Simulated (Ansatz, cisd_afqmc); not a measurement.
System: O, charge 0, triplet.

Total energies in aug-cc-pVTZ, 6 correlated electrons, 1 frozen orbitals. Radicals and triplets start from unrestricted determinants; spin-orbit coupling is neglected. Correlated methods leave the cores frozen. No relativity. AFQMC/CISD: phaseless, guided by CISD from CCSD amplitudes; bars are statistical, one sigma. Outlying blocks are dropped, and bars are widened where a walk drifts. Over all cases where full CI ran beside it in this data, AFQMC minus full CI had a median of +0.1 mEh and passed +0.4 mEh in a tenth of the cases. Full CI freezes restricted core orbitals and the other rows unrestricted ones, which leaves a small offset even where coupled cluster is exact.

```json
[
 {"method": "HF", "program": "Ansatz", "energy (Eh)": "-74.81298", "error against FCI (mEh)": "166.25"},
 {"method": "MP2", "program": "Ansatz", "energy (Eh)": "-74.95929", "error against FCI (mEh)": "19.94"},
 {"method": "CCSD", "program": "Ansatz", "energy (Eh)": "-74.97552", "error against FCI (mEh)": "3.71"},
 {"method": "CCSD(T)", "program": "Ansatz", "energy (Eh)": "-74.97895", "error against FCI (mEh)": "0.28"},
 {"method": "CCSDT(Q)", "program": "Ansatz", "energy (Eh)": "-74.97937", "error against FCI (mEh)": "-0.14"},
 {"method": "CCSDTQ", "program": "Ansatz", "energy (Eh)": "-74.97937", "error against FCI (mEh)": "-0.14"},
 {"method": "AFQMC/CISD", "program": "cisd_afqmc", "energy (Eh)": "-74.9791 ± 0.0001", "error against FCI (mEh)": "0.1 ± 0.1"},
 {"method": "FCI", "program": "Ansatz", "energy (Eh)": "-74.97924", "error against FCI (mEh)": "0.00"}
]
```

Ansatz is an electronic-structure program.
